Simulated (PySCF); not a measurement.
2-bromo-1,1-difluoroethane (C2H3BrF2), SMILES FC(F)CBr. Geometry optimised at PBE-D3(BJ)/def2-SVP. Other conformers were not sampled.

**Question.** Give the equilibrium geometry at PBE-D3(BJ)/def2-SVP (PySCF confirms it by a frequency run) as a Z-matrix. (Estimate from the structure and the level; the computed values follow.)

**Answer.** One answer among several that fit: 
```
C
H 1 1.1050
H 1 1.1061 2 109.92
C 1 1.5193 2 109.96 3 120.48
F 4 1.3606 1 110.72 2 -174.55
F 4 1.3710 5 108.15 1 -117.62
H 4 1.1144 5 108.66 6 -117.87
Br 1 1.9480 2 107.67 3 -117.61
```
